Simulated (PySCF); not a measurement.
SeH₆: one-bond stretch

All numbers come from PBE0 in PySCF with Se def2-TZVP, H def2-TZVP; no relativity; density-fitted integrals.

Rigid scan from the singlet minimum (Se–H 1.557 Å (×6); H–Se–H 90.0° (×12), H–Se–H 180.0° (×3)). Coordinate: the bond from Se to the last atom (H) scaled, the rest fixed. Energies in kJ/mol from the minimum.

(1) Predict the curve at 0.92, 0.96, 1.00, 1.05, 1.12, 1.20, 1.35, 1.55, 1.80, 2.20.

## Answers

(1) 
| scale of one bond | E (kJ/mol) | dipole size (D) |
| --- | --- | --- |
| 0.92 | 12.3 | 0.33 |
| 0.96 | 2.8 | 0.18 |
| 1.00 | 0.0 | 0.00 |
| 1.05 | 3.4 | 0.24 |
| 1.12 | 16.5 | 0.62 |
| 1.20 | 38.3 | 1.09 |
| 1.35 | 86.7 | 1.99 |
| 1.55 | 151.1 | – |
| 1.80 | 220.0 | – |
| 2.20 | 297.5 | – |

At long bonds a restricted determinant can lie too high, and another spin state can fall below this curve.

Other isomers or separated fragments may lie lower.
